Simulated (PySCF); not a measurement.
Structure with atom numbers: `[CH2:1]=[C:2]([CH2:3][CH3:4])[Si:5]([CH3:6])([CH3:7])[CH3:8]` (H(Xn): hydrogen on atom n). Ha(C1) is cis to C3; Hb(C1) is trans to C3.

[PySCF 2.14: GIAO PBE0/pcSseg-1 shieldings; geometry: GFN2-xTB; one conformer; averaged over atoms made equivalent by symmetry, fast rotation or ring inversion; no relativistic terms; in vacuum]

References, each an isolated molecule treated in the same way: TMS for 13C.

Do the 13C shifts follow the atomic charges (in e)? Tabulate both.

## Answers


```json
{"atoms": "C2", "hybridisation": "sp2", "δ (ppm)": "164.2", "σ para (ppm)": "-243", "Hirshfeld": "-0.08", "IAO": "-0.25", "Mulliken": "-0.57", "ESP-fitted": "-0.37"}
{"atoms": "C1", "hybridisation": "sp2", "δ (ppm)": "131.3", "σ para (ppm)": "-199", "Hirshfeld": "-0.10", "IAO": "-0.31", "Mulliken": "-0.10", "ESP-fitted": "-0.40"}
{"atoms": "C3", "hybridisation": "sp3", "δ (ppm)": "38.3", "σ para (ppm)": "-99", "Hirshfeld": "-0.07", "IAO": "-0.25", "Mulliken": "-0.17", "ESP-fitted": "+0.20"}
{"atoms": "C4", "hybridisation": "sp3", "δ (ppm)": "19.0", "σ para (ppm)": "-81", "Hirshfeld": "-0.12", "IAO": "-0.41", "Mulliken": "-0.29", "ESP-fitted": "-0.26"}
{"atoms": "C6/C7/C8", "hybridisation": "sp3", "δ (ppm)": "0.1", "σ para (ppm)": "-68", "Hirshfeld": "-0.22", "IAO": "-0.72", "Mulliken": "-0.61", "ESP-fitted": "-0.78"}
```

Correlation coefficients of δ with charge over these carbons: Hirshfeld +0.57, IAO +0.66, Mulliken +0.06, ESP-fitted +0.03; with the paramagnetic shielding -1.00. With so few points, grouped by hybridisation, these coefficients are fragile. Charge is one influence among several: hybridisation and low-lying excitations act through the paramagnetic term.

Shifts are as computed. Against solution values, carbons near 30 ppm lie about +3 ppm off and those near 130 ppm about +5 ppm. Of 1309 compounds with measured shifts, 239 miss one by over three times the rms of a fit or turn the order of signals round; such compounds aren't used in these exercises.
